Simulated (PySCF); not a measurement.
Compound: C5H4F4O2.
SMILES: `[C@H]1(C(F)(F)F)O[C@H](CF)C1=O`

Computed with PySCF at wB97X-D/def2-SVPD, non-relativistic, on one gas-phase PBE0-D3(BJ)/def2-SVP geometry that isn't relaxed in the solvent. The solvent is an IEF-PCM continuum (van der Waals radii × 1.2), and excitations are vertical TDDFT with non-equilibrium linear response and a frozen core. Only the electrostatic response of the medium enters.

Gas-phase singlets (H = HOMO, L = LUMO):

```tsv
state	E (eV)	λ (nm)	f	leading configuration
S1	4.378	283	0.000	H→L 97%
S2	6.101	203	0.004	H-1→L 99%
S3	7.715	161	0.000	H-2→L 48%
S4	8.040	154	0.017	H→L+2 82%
S5	8.070	154	0.001	H-1→L+2 64%
```

Give the list for chloroform (ε = 4.711), n² = 2.09.

```
state  E (eV)  λ (nm)      f  leading configuration  change by rank (eV)
   S1   4.409     281  0.000                H→L 97%               +0.031
   S2   6.015     206  0.007              H-1→L 99%               -0.086
   S3   7.710     161  0.000              H-2→L 48%               -0.005
   S4   8.061     154  0.012            H-1→L+2 52%               +0.021
   S5   8.104     153  0.005              H→L+2 68%               +0.034
```

The ground-state energy changes by -0.249 eV from gas to chloroform. By how much does the total energy of gas-phase S1 change?

E(S1) = E(S0) + excitation energy, so it changes by -0.249 + 0.031 = -0.218 eV: it is lowered less than the ground state, which is what a blue shift means. This is the vertical state, with the slow part of the continuum still set for S0.

How do the frontier levels move from gas to chloroform?

```tsv
orbital	gas (eV)	solvent (eV)	change (eV)
LUMO+2	2.43	2.53	+0.10
LUMO+1	2.06	2.27	+0.21
LUMO	0.04	0.18	+0.14
HOMO	-10.35	-10.23	+0.12
HOMO-1	-10.82	-10.62	+0.20
HOMO-2	-12.58	-12.29	+0.29
HOMO-3	-13.05	-12.85	+0.20
```

The HOMO–LUMO gap goes from 10.39 to 10.41 eV. Rows go by rank; for HOMO-3 and LUMO+1 the atom shares or the degeneracy differ between the runs, so the row needn't follow one orbital.

Hardware: an Arm Neoverse V2 with one thread, on a shared host. Cost: 72 s of wall time, 1.5 GiB resident at most. This is the whole response run at wB97X-D/def2-SVPD in chloroform, SCF included.

The values belong to the conformer `[O:1]=[C:2]1[C@@H:3]([CH2:4][F:5])[O:6][C@@H:7]1[C:8]([F:9])([F:10])[F:11]`: C2–C3–C4–F5 41°, O6–C7–C8–F9 -176°.

The pairwise dispersion term of wB97X-D wasn't added to the energies; at a given geometry it leaves orbitals and properties as they are.
